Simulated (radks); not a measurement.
Results of a calculation; reference values are marked as such.
Q: Orbital eigenvalues (eV) of the dysprosium ion Dy3+, [Xe] 4f9, of relativity; Dirac values are averaged over j with weights 2j + 1. Spin-unpolarised spherical Kohn-Sham, PBE, point nucleus unless stated (finite: rms radius 5.2218 fm), a radial shooting solver on a logarithmic mesh with Libxc functionals. A level marked "c x" has the speed of light scaled by that factor and shares open shells by 2j + 1; other Dirac levels either fill j = l - 1/2 first or share by 2j + 1.

shell  non-rel.
1s       -50232
2s      -8075.6
2p      -7697.2
3s      -1812.5
3p      -1642.7
3d      -1326.3
4s      -375.98
4p      -308.63
4d      -188.03
5s      -70.664
5p      -52.192
4f      -39.108

Give the values at the level "Dirac, c x 1.25".

A: 
shell  Dirac, c x 1.25  change of magnitude (%)
1s              -52307                    +4.13
2s             -8608.1                    +6.59
2p             -7872.1                    +2.27
3s             -1937.9                    +6.92
3p             -1688.8                    +2.81
3d             -1318.2                    -0.61
4s             -406.02                    +7.99
4p             -319.02                    +3.37
4d             -186.32                    -0.91
5s             -75.154                    +6.35
5p             -53.147                    +1.83
4f             -36.221                    -7.38
